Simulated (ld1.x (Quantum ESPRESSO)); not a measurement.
# lithium: PAW pseudisation with BLYP, scalar-relativistic reference atom.

```json
{
 "Element": "lithium",
 "Generator": "ld1.x (Quantum ESPRESSO) 7.5",
 "Type": "PAW",
 "Functional": "BLYP",
 "Relativity": "scalar-relativistic",
 "Frozen core": "[He]",
 "Valence charge": "1",
 "Reference configuration": "2s0.5 2p0.5",
 "Partial waves": "2s (bound): rcut 2.50, rcutus 2.70 bohr; 2s channel at 0.15 Ry: rcut 2.50, rcutus 2.70 bohr; 2p (bound): rcut 3.75, rcutus 4.35 bohr; 2p channel at 2.1 Ry: rcut 3.75, rcutus 4.35 bohr; 3d channel at 0.4 Ry: rcut 2.85, rcutus 3.50 bohr; 3d channel at 3.15 Ry: rcut 2.85, rcutus 3.50 bohr",
 "Local potential": "all-electron potential smoothed inside 3.70 bohr (lloc = -1)",
 "Core correction": "Bessel-smoothed model core, default radius (core density twice the valence density)",
 "Augmentation charge": "PSQ, radius 2.30 bohr"
}
```

All-electron outer shells of the reference configuration (BLYP, scalar-relativistic, ld1.x):

```csv
shell,level (eV),outermost node (bohr),outermost maximum (bohr)
1s,-52.81,–,0.36
2s,-3.03,0.83,3.01
2p,-1.23,–,3.72
```

Does the generator finish with these settings?

Yes, a potential is produced and its reference levels are reproduced.

Estimate the cutoffs (Ry, on a coarse ladder) from which the occupation-weighted sum of valence levels, in a spherical-Bessel basis at the reference potential, stays within 10 and 1 mRy of its value at 400 Ry.

6 Ry and 6 Ry.

What does a ghost test show?

No extra level below or beside the all-electron valence levels (s, p, d, f tested).

Is the overlap operator S = 1 + Σ q|β⟩⟨β| positive definite (Bessel basis up to 400 Ry)?

Yes: its lowest eigenvalue is 0.54 (s channel).

Tests: 2s1 2p0; 2s0.5 2p0; 2s0 2p1. Which has the largest error in its energy relative to the reference configuration, and how large is it?

2s0 2p1, with -0.2 meV (all-electron minus pseudo) on +0.91 eV.
